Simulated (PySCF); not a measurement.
Isomers of C7H6. Level of theory: PBE0-D3(BJ)/def2-SVP geometry optimisation, gas phase in PySCF. Energies are electronic, without zero-point or thermal terms, for one conformer each. No frequencies were run at this level. Point groups hold within 0.08 Å.

Question: Rank from lowest to highest electronic energy at this level (kcal/mol).
A. 5-ethynylcyclopentadiene, `C#CC1C=CC=C1`
B. `C=C=C1C=CC=C1` (fulvenallene)
C. `C(#CC#CC)C=C`
D. `c1ccc2c(c1)C2` (1,3,5-norcaratriene)
E. `C1C(C1)C#CC#C`

Answer: D (0.0), B (3.1), A (18.4), C (37.6), E (47.5).

As drawn, the lowest has an aromatic ring, which the highest lacks; the highest has a C≡C bond, which the lowest lacks.

| SMILES | E (Eh) | E rel (kcal/mol) | dipole (D) | point group | A, B, C (MHz) |
| --- | --- | --- | --- | --- | --- |
| c1ccc2c(c1)C2 | -269.75456 | 0.0 | 0.11 | C2v | 5538, 3192, 2053 |
| C=C=C1C=CC=C1 | -269.74966 | 3.1 | 1.14 | C2v | 8208, 1886, 1550 |
| C#CC1C=CC=C1 | -269.72530 | 18.4 | 0.56 | Cs | 6844, 2053, 1730 |
| C=CC#CC#CC | -269.69470 | 37.6 | 0.78 | – | 30729, 785.0, 769.1 |
| C#CC#CC1CC1 | -269.67878 | 47.5 | 1.58 | Cs | 14214, 1035, 1027 |

As an exercise, what shares would exp(−E/RT) give at 500 K from these electronic energies alone (no entropy, no degeneracies)?

RT = 0.994 kcal/mol: c1ccc2c(c1)C2 95.7 %, C=C=C1C=CC=C1 4.3 %, C#CC1C=CC=C1 under 0.1 %, C=CC#CC#CC under 0.1 %, C#CC#CC1CC1 under 0.1 %.
